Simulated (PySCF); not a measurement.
A structure optimised at B3LYP-D3(BJ)/def2-SVP, used in a PySCF frequency run:

```xyz
9

Cd     0.1840     0.4056     0.0000
Br    -0.1579    -2.0268     0.0000
C      0.4762     2.5261     0.0000
C     -0.8139     3.3484     0.0000
H      1.0938     2.7476    -0.8847
H      1.0938     2.7476     0.8847
H     -1.4359     3.1477     0.8870
H     -1.4359     3.1477    -0.8870
H     -0.5920     4.4309     0.0000
```
Charge 0, spin multiplicity 1.

**Question.** Write its SMILES, formula and point group.

**Answer.** C[CH2][Cd][Br], C₂H₅BrCd, Cs

**Question.** What are its rotational constants (standard atomic weights)?

**Answer.** 19.182, 0.82519, 0.79907 GHz
